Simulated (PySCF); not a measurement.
## Broadened absorption spectrum of C4H9ClOSi

Compound: C₄H₉ClOSi.
SMILES: `[SiH3]OCC1(Cl)CC1`

Computed, not measured: TDDFT wB97X-D/def2-SVPD, vertical, gas phase, core orbitals frozen in the response in PySCF. Geometry: GFN2-xTB, one conformer, isolated molecule. Torsions of this conformer, `[SiH3:1][O:2][CH2:3][C:4]1([Cl:5])[CH2:6][CH2:7]1`: Si1–O2–C3–C4 180°, O2–C3–C4–Cl5 180°.

Broadening: Gaussians 0.25 eV wide at half height, area fixed by f = 4.319×10⁻⁹ ∫ε dν̃. The width is an assumption, not a result. The curve ends short of the highest state used, and states not computed would add to its high-energy end.

E (eV), ε (L mol⁻¹ cm⁻¹) and a bar:
```
     6.52          0 
     6.57          0 
     6.62          0 
     6.67          0 
     6.72          0 
     6.77          0 
     6.82          1 
     6.86          2 
     6.91          9 
     6.96         29 
     7.01         77 
     7.06        164 #
     7.11        281 #
     7.16        385 ##
     7.21        424 ##
     7.26        378 ##
     7.30        301 #
     7.35        206 #
     7.40        148 #
     7.45        129 #
     7.50        124 #
     7.55        110 #
     7.60         86 
     7.65         82 
     7.70        164 #
     7.74        385 ##
     7.79       1049 #####
     7.84       2356 ###########
     7.89       4282 ####################
     7.94       6286 ##############################
```

(1) Locate the maxima and give the states behind the curve.

(2) Coming from long wavelengths, where does ε first pass 100 L mol⁻¹ cm⁻¹?

## Answers

(1) 172 nm (7.21 eV), ε about 420, made up of S2 (100%) (ε in L mol⁻¹ cm⁻¹; maxima over ε = 5, shares over 10%). At its high-energy end, 7.94 eV, the curve is still rising (ε about 6300, from S4 and S5). The states used: S1 6.90 eV (f 0.0000); S2 7.21 eV (f 0.0039); S3 7.51 eV (f 0.0011); S4 7.98 eV (f 0.027); S5 8.02 eV (f 0.044); S6 8.41 eV (f 0.0000); S7 8.48 eV (f 0.060); S8 8.54 eV (f 0.027).

(2) At about 176 nm (7.03 eV), 0.13 eV above S1.

Without π bonds the low states are Rydberg-like; a valence basis with one diffuse set may place them up to an eV too high.
